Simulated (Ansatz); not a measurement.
Ansatz (an electronic-structure program) input (CCSD(T)/aug-cc-pV(D+d)Z):
A basis named .json is the Basis Set Exchange file of that set.

Ansatz 0.2 input:
```yaml
crystal:
  periodic: [false, false, false]
  atoms:
    - {symbol: Si, position_ang: [0.19318690, -0.37520981, -0.41561248]}
    - {symbol: Cl, position_ang: [-0.56998252, -1.07967489, 1.38253685]}
    - {symbol: Cl, position_ang: [-0.64060716, 1.45362683, -0.93732469]}
    - {symbol: N, position_ang: [1.86428343, -0.10843935, -0.17517163]}
    - {symbol: H, position_ang: [2.42997622, -0.79185173, 0.30517591]}
    - {symbol: H, position_ang: [2.39544778, 0.44668157, -0.82900631]}
basis:
  gaussian:
    orbitals: aug-cc-pV_D+d_Z.json
magnetization: {spin_polarized: true, initial_magnetization: 1}
correlation: {method: ccsd_t, electrons: outside_noble_gas}
output: {forces: true}
```

End of the output:

```
integrals: 0.53 GiB planned
1344 factors; integrals over basis functions are off by at most 7.1e-4 eV
mean field: 1.08 GiB planned
mean field evaluation 1: about -34383.0522 eV, gradient 2.5e1 eV
mean field evaluation 2: about -34383.1312 eV, gradient 2.5e1 eV
mean field evaluation 4: about -34386.3817 eV, gradient 2.6e0 eV
mean field evaluation 8: about -34386.4887 eV, gradient 3.7e-1 eV
mean field evaluation 16: about -34386.4919 eV, gradient 1.8e-6 eV
mean field evaluation 32: about -34380.8578 eV, gradient 4.7e-1 eV
mean field -34386.49189967 eV, -1263.6802693116 hartree, gradient 1.8e-6 eV, S^2 0.756533; 0 other end points of the search recorded, 0 dependent functions left out
16 core orbitals not correlated
reference -34386.49189967 eV, -1263.6802693116 hartree; 13, 12 occupied and 108, 109 virtual orbitals, 1344 factors
densities: 3.27 GiB planned
second order -15.23615988 eV of doubles, -0.00000000 eV of singles
coupled cluster: 1.85 GiB planned
cycle   1  -15.90914380 eV  change   -6.7e-1 eV  update   8.6e-2
cycle   2  -16.24037779 eV  change   -3.3e-1 eV  update   2.6e-2
cycle   3  -16.32105807 eV  change   -8.1e-2 eV  update   1.5e-2
cycle   4  -16.31761300 eV  change    3.4e-3 eV  update   5.2e-3
cycle   5  -16.31631759 eV  change    1.3e-3 eV  update   2.6e-3
cycle   6  -16.31684576 eV  change   -5.3e-4 eV  update   9.8e-4
cycle   7  -16.31708186 eV  change   -2.4e-4 eV  update   4.2e-4
cycle   8  -16.31718206 eV  change   -1.0e-4 eV  update   1.7e-4
cycle   9  -16.31717282 eV  change    9.2e-6 eV  update   7.5e-5
cycle  10  -16.31714532 eV  change    2.7e-5 eV  update   3.3e-5
cycle  11  -16.31716022 eV  change   -1.5e-5 eV  update   1.5e-5
cycle  12  -16.31716217 eV  change   -2.0e-6 eV  update   6.1e-6
cycle  13  -16.31716479 eV  change   -2.6e-6 eV  update   2.3e-6
perturbative correction -0.54364867 eV, -0.0199787203 hartree
the calculation of the forces begins
Total energy: -34403.35271313 eV, -1264.2998927776 hartree
Atom 0 at     0.193187    -0.375210    -0.415612 Å, force    -0.362464    -0.164414    -0.168506 eV/Å
Atom 1 at    -0.569983    -1.079675     1.382537 Å, force    -0.079113    -0.105479     0.185962 eV/Å
Atom 2 at    -0.640607     1.453627    -0.937325 Å, force    -0.087406     0.191979    -0.086434 eV/Å
Atom 3 at     1.864283    -0.108439    -0.175172 Å, force     0.111281     0.151626     0.162188 eV/Å
Atom 4 at     2.429976    -0.791852     0.305176 Å, force     0.215389    -0.271376     0.168157 eV/Å
Atom 5 at     2.395448     0.446682    -0.829006 Å, force     0.202313     0.197665    -0.261366 eV/Å
Dipole moment:     0.516059    -0.133722    -0.161736 e Å
```

It need not be the lowest isomer of its formula.
